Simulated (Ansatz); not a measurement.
Geometry optimisation, Ansatz, UKS PBE0/def2-SVP.

input.yaml

```yaml
crystal:
  periodic: [false, false, false]
  atoms:
    - { symbol: Ge, position_ang: [0.0, 0.0, 0.0] }
    - { symbol: H, position_ang: [0.0, 0.0, 1.8] }
    - { symbol: O, position_ang: [1.6691, 0.0, -0.5894] }
    - { symbol: H, position_ang: [1.9855, -0.9521, -0.7061] }
    - { symbol: F, position_ang: [-0.7913, 1.3709, -0.5594] }
    - { symbol: Cl, position_ang: [-1.0456, -1.8115, -0.7393] }
    - { symbol: Cl, position_ang: [0.0, 0.0, 3.47] }
magnetization:
  spin_polarized: true
  initial_magnetization: 1
basis:
  gaussian: { orbitals: def2-SVP }
hamiltonian:
  xc: pbe0
relax:
  f_tol: 0.15
  max_steps: 25
  restrain:
    - { distance: [1, 6], at: 2.57, k: 30.0 }
    - { distance: [0, 1], at: 1.55, k: 30.0 }
```

Run as:

```bash
$ ansatz run input.yaml --threads 4 --pin off --max-ram 5120MiB --backend cpu --events-out ev --progress --plain --runs-dir out
```

Problem. Where does it end, and by what steps?

Solution. It converged. The restraints hold the end off the free minimum; the threshold counts their pulls, which the force column leaves out. Restrained pairs: H2–Cl7 (1.67 → 2.57 Å), Ge1–H2 (1.80 → 1.54 Å). After 16 steps the energy has risen by 0.043 eV (the restraints' own energy left out); Cl7 moved furthest, 0.57 Å.

```json
{"step": "0", "energy less start (eV)": "0.0000", "largest force component (eV/Å)": "2.144", "accepted": "yes"}
{"step": "1", "energy less start (eV)": "0.0816", "largest force component (eV/Å)": "1.395", "accepted": "yes"}
{"step": "2", "energy less start (eV)": "0.1516", "largest force component (eV/Å)": "1.206", "accepted": "yes"}
{"step": "3", "energy less start (eV)": "0.1220", "largest force component (eV/Å)": "0.289", "accepted": "yes"}
{"step": "4", "energy less start (eV)": "0.1114", "largest force component (eV/Å)": "0.185", "accepted": "yes"}
{"step": "5", "energy less start (eV)": "0.1009", "largest force component (eV/Å)": "0.665", "accepted": "yes"}
{"step": "6", "energy less start (eV)": "0.1461", "largest force component (eV/Å)": "1.777", "accepted": "no"}
{"step": "7", "energy less start (eV)": "0.0898", "largest force component (eV/Å)": "0.254", "accepted": "yes"}
{"step": "8", "energy less start (eV)": "0.0917", "largest force component (eV/Å)": "0.999", "accepted": "no"}
{"step": "9", "energy less start (eV)": "0.0820", "largest force component (eV/Å)": "0.283", "accepted": "yes"}
{"step": "10", "energy less start (eV)": "0.0749", "largest force component (eV/Å)": "0.263", "accepted": "yes"}
{"step": "11", "energy less start (eV)": "0.0638", "largest force component (eV/Å)": "0.258", "accepted": "yes"}
{"step": "12", "energy less start (eV)": "0.0613", "largest force component (eV/Å)": "0.258", "accepted": "yes"}
{"step": "13", "energy less start (eV)": "0.0634", "largest force component (eV/Å)": "0.904", "accepted": "no"}
{"step": "14", "energy less start (eV)": "0.0520", "largest force component (eV/Å)": "0.234", "accepted": "yes"}
{"step": "15", "energy less start (eV)": "0.0493", "largest force component (eV/Å)": "0.464", "accepted": "yes"}
{"step": "16", "energy less start (eV)": "0.0432", "largest force component (eV/Å)": "0.285", "accepted": "yes"}
```

```xyz
7
Properties=species:S:1:pos:R:3
Ge -0.017 -0.028 0.034
H -0.295 0.375 1.497
O 1.705 -0.216 -0.206
H 1.926 -0.647 -1.044
F -0.603 1.223 -1.010
Cl -1.057 -1.807 -0.531
Cl 0.158 -0.293 3.937
```

Time of the run: 110 s on 4 threads of AMD EPYC 7B13 (Zen 3) (shared host), peak memory 0.46 GiB.
